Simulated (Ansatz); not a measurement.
In₉N₉H₂₄⁻, a nanocrystal cut from wurtzite InN (hydrogen-capped). Charge -1, multiplicity 2. Geometry PBE-D4/def2-SVP, that of the neutral singlet; atoms count from 1.

```xyz
42

In    2.010    1.772    3.499
N     3.203    0.036    2.636
N     0.349    1.656    2.026
In    1.012    2.211    0.016
In    2.481   -1.095    0.864
N     2.110    0.417   -0.668
N    -0.788    2.201   -1.228
In   -0.361    2.908   -3.292
In    1.318   -0.539   -2.465
N     0.921    1.124   -3.885
In   -0.828   -0.171    2.280
N     0.453   -1.728    1.372
N    -2.493   -0.006    0.870
In   -2.054    0.416   -1.232
In   -0.426   -2.797   -0.318
N    -0.652   -1.200   -1.791
In   -3.920   -1.697    1.085
N    -2.494   -3.298    0.322
H     2.992    3.170    3.147
H     1.453    1.170    5.040
H     4.148    0.385    2.416
H     3.358   -0.645    3.395
H    -0.292    2.420    2.309
H     2.008    3.637   -0.092
H     3.611   -2.360    0.452
H     3.048    0.761   -0.938
H    -1.387    2.944   -0.825
H     0.773    4.232   -3.221
H    -1.798    2.733   -4.266
H     2.330   -1.747   -3.215
H     1.834    1.486   -4.200
H     0.508    0.712   -4.736
H    -1.254   -0.584    3.919
H     0.572   -2.444    2.110
H    -3.029    0.819    1.195
H    -3.427    0.457   -2.305
H     0.409   -4.234   -0.850
H    -1.079   -1.655   -2.617
H    -4.108   -2.077    2.778
H    -5.132   -1.586   -0.165
H    -2.425   -4.027    1.048
H    -2.955   -3.776   -0.468
```

In the def2 sets In takes a core potential; there is no spin–orbit coupling. Single mean-field runs in def2-TZVP are fitted with def2-universal-jkfit. The highest occupied level of the charge -1 doublet lies above zero (up to 0.65 eV). By energy differences its removal costs 0.41 eV (vertical, to the charge 0 singlet, at PBE0-D4/def2-TZVP); self-interaction error and the lack of diffuse functions both raise the level.

Question: Estimate the Mulliken populations of the heavy atoms from the PBE0/def2-TZVP orbitals of Ansatz.

Answer: 
```csv
atom,charge (e),spin (α − β)
In1,0.52,0.04
N2,-0.82,-0.02
N3,-0.97,-0.01
In4,0.83,0.02
In5,0.73,0.15
N6,-0.95,-0.04
N7,-0.97,-0.01
In8,0.52,0.04
In9,0.73,0.15
N10,-0.82,-0.02
In11,0.83,0.02
N12,-0.95,-0.04
N13,-0.97,-0.01
In14,0.83,0.02
In15,0.73,0.15
N16,-0.95,-0.04
In17,0.52,0.04
N18,-0.82,-0.02
```
Mulliken values and Mayer orders depend strongly on the basis.

Question: Where does the spin sit?

Answer: Summed by element: In 0.61, N -0.21, H 0.61, of 1 unpaired in all. Largest on single atoms: In15 0.15, In5 0.15, In9 0.15.

Question: And the Mayer bond orders between bonded heavy atoms (over 0.3)?

Answer: In1–N2 0.46 (2.28 Å); In1–N3 0.60 (2.22 Å); N2–In5 0.48 (2.22 Å); N3–In4 0.58 (2.19 Å); N3–In11 0.58 (2.19 Å); In4–N6 0.56 (2.21 Å); In4–N7 0.58 (2.19 Å); In5–N6 0.58 (2.18 Å); In5–N12 0.58 (2.18 Å); N6–In9 0.58 (2.18 Å); N7–In8 0.60 (2.22 Å); N7–In14 0.58 (2.19 Å); In8–N10 0.46 (2.28 Å); In9–N10 0.48 (2.22 Å); In9–N16 0.58 (2.18 Å); In11–N12 0.56 (2.21 Å); In11–N13 0.58 (2.19 Å); N12–In15 0.58 (2.18 Å); N13–In14 0.58 (2.19 Å); N13–In17 0.60 (2.22 Å); In14–N16 0.56 (2.21 Å); In15–N16 0.58 (2.18 Å); In15–N18 0.48 (2.22 Å); In17–N18 0.46 (2.28 Å).
